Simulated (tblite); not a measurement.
Compound: C₅H₃O₂ (doublet state).
SMILES with atom numbers: `[O:1]=[CH:2][c:3]1[c:4][cH:5][cH:6][o:7]1` (hydrogens: H8 on C2; H9 on C5; H10 on C6)
Bond orders are those of one Lewis drawing.

Computed with GFN2-xTB (tblite), gas phase: L-BFGS steps from a force-field or distance-geometry start until the largest atomic force falls under 0.01 eV/Å.

Step 0: E = -549.9619 eV
```
atom  x, y, z in Å  |  force x, y, z in eV/Å
O1      2.8366    0.9184    0.2483   -1.314  -1.136  -0.405
C2      2.0420    0.0160   -0.0280    2.123   1.165   0.521
C3      0.6249    0.1020    0.0275   -0.801   0.507  -0.015
C4     -0.2249    1.1576    0.3395   -0.628  -1.638  -0.356
C5     -1.5466    0.6594    0.2207    0.237   0.220  -0.054
C6     -1.4354   -0.6505   -0.1868    1.136   0.189   0.102
O7     -0.1217   -0.9954   -0.3061   -0.748   0.514   0.204
H8      2.4432   -0.9708   -0.3161   -0.210  -0.096  -0.083
H9     -2.4603    1.1982    0.3867    0.100  -0.041   0.003
H10    -2.1492   -1.4302   -0.4082    0.106   0.316   0.082
```

Question: Estimate the geometry and energy of step 1. (The exact step hangs on the optimiser's Hessian estimate; all steps are aligned on step 0, rigid shifts and turns removed.)

Answer: E = -550.0142 eV, largest force 2.468 eV/Å
```
atom  x, y, z in Å  |  force x, y, z in eV/Å
O1      2.8179    0.9022    0.2425    1.462   1.916   0.533
C2      2.0723    0.0326   -0.0206   -1.548  -1.846  -0.424
C3      0.6134    0.1093    0.0273    0.611  -0.183  -0.188
C4     -0.2339    1.1342    0.3344   -0.385  -0.292   0.006
C5     -1.5432    0.6626    0.2199   -0.417  -0.046  -0.096
C6     -1.4191   -0.6479   -0.1853   -0.078   0.040   0.059
O7     -0.1323   -0.9881   -0.3032    0.125   0.083   0.055
H8      2.4402   -0.9722   -0.3172   -0.154  -0.086  -0.066
H9     -2.4588    1.1976    0.3868    0.111  -0.043  -0.002
H10    -2.1476   -1.4257   -0.4071    0.271   0.457   0.124
```

The energy changes by -0.0524 eV. The first-order estimate −F·Δx gives -0.2273 eV and the mean of the old and new forces, exact on a quadratic surface, -0.0437 eV. The step makes an angle of 0° with the force vector and moves no atom by more than 0.035 Å.

What follows is the cost of the whole relaxation. On one thread, Intel Xeon at 2.50 GHz (x86_64), no GPU, on a shared host, this took 0.13 s of wall time.
